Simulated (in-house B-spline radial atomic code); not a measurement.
A run on an ion of nuclear charge 66 with 66.5 electrons that did not converge. Method: scalar-relativistic (X2C) B3LYP, spin-polarised, spherical fractional occupations, Fermi nucleus of rms radius 5.2218 fm; computed with an all-electron radial atomic-structure program (B-spline basis).

Command:
```bash
python run_scf.py task.json out
```
Settings (nuclear radius in fm, mass in u):
```
Z                66
configuration    [Xe] 4f10.5 6s2
hamiltonian      x2c
method           b3lyp
spin_polarised   True
nucleus          fermi
rms_radius       5.2218
atomic_mass      163.92918
speed_of_light   137.035999084
```

First and last ten iterations of the last attempt (damped for 15 steps, keeping 80 % of the old Fock matrix, then DIIS):
```
 iter        energy (Eh)    residual
    1      -12102.875072    7.77e-01
    2      -12105.624080    1.42e+00
    3      -12130.779884    9.10e-01
    4      -12144.452466    5.54e-01
    5      -12151.331714    3.54e-01
    6      -12154.501153    2.27e-01
    7      -12155.841238    1.47e-01
    8      -12156.382465    9.03e-02
    9      -12156.612908    5.99e-02
   10      -12156.726152    4.48e-02
  111      -12152.029381    2.08e-01
  112      -12156.754519    4.01e-02
  113      -12156.760384    3.91e-02
  114      -12151.995635    2.08e-01
  115      -12152.039449    2.08e-01
  116      -12152.039502    2.08e-01
  117      -12152.041088    2.08e-01
  118      -12152.059411    2.07e-01
  119      -12152.054298    2.08e-01
  120      -12152.052040    2.07e-01
 not converged after 120 iterations
```

The smallest residual met was 2.2e-02; the threshold is about 7e-07. No energy from this run should be used. The likely cause: this method binds the added charge weakly or not at all at the basis-set limit, so charge moves back and forth between the atom and the box. Cost of the run: 5.5 s on 1 thread of Arm Neoverse V1, on a shared host.
